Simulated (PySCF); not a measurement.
## Ionisation energy of Ru(27+) by level of theory

Ru(27+) [Ne] 3s2 3p5 [3p1/2^2 3p3/2^3, M_J = 3/2] → Ru(28+) [Ne] 3s2 3p4 [3p1/2^2 3p3/2^2, M_J = 2], as a difference of total energies. All numbers are calculated (PySCF 2.14, the two-component X2C-1e Hamiltonian, in an uncontracted even-tempered set (19 s from 4 bohr⁻², ratio 2.4; 14 p from 5.2 bohr⁻², ratio 2.4; 5 d from 22 bohr⁻², ratio 2.6; 4 f from 33 bohr⁻², ratio 2.6)). Correlated levels: 1s2 frozen; the 56 highest virtual spinors dropped. "Screened" scales the spin-orbit matrix elements by Boettger's factors to mimic the two-electron term; Breit and QED terms are absent.

```
                    method  ionisation energy (eV)
           GHF (spin-free)                  1517.7
          GMP2 (spin-free)                  1518.6
 GHF (screened spin-orbit)                  1510.0
GMP2 (screened spin-orbit)                  1511.0
```

Breit and QED terms and the two-electron picture change are absent.

The spin-free rows relax to the high-spin LS determinant and lack the spin-orbit shift.

The labels give the starting determinants; with spin-orbit coupling the two ends relaxed to ⟨J²⟩ = 3.75, ⟨L²⟩ = 2.01, ⟨S²⟩ = 0.76 and ⟨J²⟩ = 6.00, ⟨L²⟩ = 2.93, ⟨S²⟩ = 1.54.

For comparison: 1506.7 ± 1.6 eV (semi-empirical (NIST evaluation); NIST Atomic Spectra Database, ionization energies).
